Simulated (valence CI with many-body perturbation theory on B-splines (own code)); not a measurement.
Cl10+: what the settings do

Computed by valence CI with perturbative core correlation (CI+MBPT): five valence electrons over a frozen Dirac-Fock core [He], radial functions for each j: 6 s, 6 p, 5 d, 3 f, 1 g, with the one-electron correlation potential Σ1, the two-electron term Σ2, the three-electron term Σ3, Breit, model QED; selected CI, second order for the rest, scaled by the run's own slope (own B-spline code, finite nucleus).

No measured spectrum was set against this ion. As an estimate, levels of excited configurations hold to 0.05 to 0.15 % of their energy, terms of the ground configuration to about 0.5 %. Among the levels kept, up to 2400 cm⁻¹ of a level comes from second order outside the variational space, and about a tenth of that is noise between levels of different J, which matters for small intervals.

The reference run has the lowest level 2s²2p³ ⁴S°_3/2 and an ionisation energy of 529.676 eV. Its largest variational space holds 12121 state functions.

Changed runs:
A. size limit of the variational space 10000 → 1500; second order for the rest on → off
B. three-electron term on → off
C. orbitals per symmetry with explicit Σ2 and valence Breit (the others get mean screening factors) 5 → 4
D. correlating orbitals by l 3 3 3 2 1 → 0 0 0 0 0 (bad on purpose)

Excitation energies of the reference run in cm⁻¹, and shifts in cm⁻¹:

| Level | Reference | A | B | C | D |
| --- | --- | --- | --- | --- | --- |
| 2s²2p³ ²D°_3/2 | 89321 | +955 | +308 | +2.0 | +3396 |
| 2s²2p³ ²D°_5/2 | 91338 | +1584 | +306 | -1.5 | +3497 |
| 2s²2p³ ²P°_1/2 | 138673 | -206 | +402 | +8.0 | +1844 |
| 2s²2p³ ²P°_3/2 | 141715 | +1179 | +397 | +8.1 | +1916 |
| 2s2p⁴ ⁴P_5/2 | 412172 | +1399 | +300 | -7.7 | +466 |
| 2s2p⁴ ⁴P_3/2 | 421422 | +810 | +302 | -4.0 | +462 |
| 2s2p⁴ ⁴P_1/2 | 426062 | -2393 | +305 | -4.4 | +483 |
| 2s2p⁴ ²D_3/2 | 567702 | +2562 | +721 | -5.5 | +7812 |
| 2s2p⁴ ²D_5/2 | 568026 | +3191 | +719 | -7.6 | +7771 |
| 2s2p⁴ ²S_1/2 | 662867 | -595 | +897 | +6.9 | +8014 |
| 2s2p⁴ ²P_3/2 | 692018 | +3862 | +1253 | -9.3 | +11705 |
| 2s2p⁴ ²P_1/2 | 704014 | -415 | +1239 | -6.6 | +11556 |
| Ionisation energy (eV) | 529.676 | -0.878 | +0.078 | +0.00097 | -0.186 |
